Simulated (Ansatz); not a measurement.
Task: Predict a relaxed structure of SiH2Me(NMeEt) (C4H13NSi), charge 0, singlet, at r2SCAN-D4/def2-SVP (Ansatz).

Result: 
```xyz
19

Si    0.0391    0.1789   -1.4611
H     1.4798   -0.0454   -1.8463
H    -0.7652   -0.8833   -2.1416
C    -0.4404    1.8868   -2.0734
H    -0.3588    1.9216   -3.1721
H     0.2204    2.6732   -1.6748
H    -1.4783    2.1335   -1.7981
N    -0.2987    0.0147    0.2415
C     0.0622    1.0517    1.1862
C    -0.5253   -1.2964    0.8331
C     0.7286   -2.0019    1.3514
H    -0.6704    1.0895    2.0154
H     1.0662    0.9218    1.6416
H     0.0514    2.0395    0.6991
H    -1.2529   -1.1857    1.6632
H    -1.0169   -1.9353    0.0784
H     0.4750   -2.9842    1.7820
H     1.4544   -2.1631    0.5374
H     1.2298   -1.4159    2.1382
```
 This is one stationary point.
